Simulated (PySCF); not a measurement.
Al(Me)2(F) (C2H6AlF), SMILES [CH3][Al]([CH3])[F]. Atoms are numbered in the order given.

```xyz
10

Al     0.0000     0.0000    -0.0408
C      1.7394     0.0043     0.8294
H      1.6928     0.3674     1.8684
H      2.1483    -1.0208     0.8631
H      2.4714     0.6174     0.2797
C     -1.7394    -0.0043     0.8294
H     -2.1483     1.0208     0.8631
H     -2.4714    -0.6174     0.2797
H     -1.6928    -0.3674     1.8684
F      0.0000     0.0000    -1.7161
```
Charge 0, spin multiplicity 1.

Coordinates come from a PBE0-D3(BJ)/def2-SVP optimisation. The isomer is the one that the SMILES or the coordinates give; other isomers of the formula were not compared.

Calculation: B3LYP/pcSseg-1 (PySCF).

GIAO shieldings, no solvent; atoms alike by connectivity are averaged. δ = σ(ref) − σ: ¹³C against TMS (σ = 181.3 ppm); ¹H against TMS (σ = 31.68 ppm); ¹⁹F against CFCl3 (σ = 161.7 ppm), references at their B3LYP-D3(BJ)/def2-TZVP geometries, non-relativistic.

```
nucleus                   atoms  count  δ (ppm)
-------  ----------------------  -----  -------
¹³C                      C2, C6      2     -9.7
¹H       H3, H4, H5, H7, H8, H9      6    -0.07
¹⁹F                         F10      1   -134.9
```
